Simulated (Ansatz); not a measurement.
`CSB(C)C` → B• + 3 C• + 9 H• + S•  (atomization)

Program: Ansatz. Geometries: PBE0-D4/def2-TZVP. ΔE: electronic, gas phase. CCSD(T)/CBS is the MP2 limit (def2-TZVPP, def2-QZVPP) plus CCSD(T) − MP2 in def2-TZVPP, frozen cores. This one scheme is used for every species, atoms too. Functionals use def2-TZVPP. No spin–orbit coupling; open shells (•) take unrestricted orbitals. Spin–orbit coupling would lower the free atoms: a little for B, C, S. One conformer a species, not always the lowest.

`CSB(C)C`:

Z-matrix (Å, degrees):
```
C
S 1 1.807
H 1 1.089 2 111.0
H 1 1.090 2 110.9 3 -122.2
H 1 1.089 2 107.4 3 119.0
B 2 1.786 1 105.9 3 57.3
C 6 1.569 2 115.8 1 -179.9
C 6 1.570 2 122.3 1 -1.1
H 7 1.096 6 109.9 2 125.3
H 7 1.097 6 109.3 2 -119.2
H 7 1.091 6 115.2 2 2.7
H 8 1.098 6 109.2 2 -74.8
H 8 1.093 6 113.5 2 43.2
H 8 1.092 6 112.4 2 166.7
```

Task: What is ΔE at CCSD(T)/CBS? (An estimate is asked.)

Result: The calculation gave: +5348.2 kJ/mol.

Task: What do these levels give: PBE-D4, BHLYP-D4, B2PLYP, BHLYP, HF/def2-QZVPP, HF/CBS(def2)? (Estimate.)

Result: Computed: PBE-D4 5454.5, BHLYP-D4 5263.1, B2PLYP 5309.9, BHLYP 5230.0, HF/def2-QZVPP 4096.8, HF/CBS(def2) 4097.4 kJ/mol.

Largest T1 diagnostic among the species: 0.014.

From BLYP to BHLYP (50 % exact exchange), in def2-TZVPP and without D4, ΔE moves by −43.3 kJ/mol: exact exchange takes away binding that semilocal exchange gives to molecules. At CCSD(T), def2-SVP lies −221.4 kJ/mol from the extrapolated value and def2-TZVPP −113.2 kJ/mol: correlation converges slowly with the basis, and small sets miss more of it in the bonded molecule than in its fragments.

For atomizations the MP2-based limit and the directly extrapolated one differ by several kJ/mol either way, and by 10 to 25 for some Ge, Se and Sn compounds, so smaller differences from it don't rank the levels.
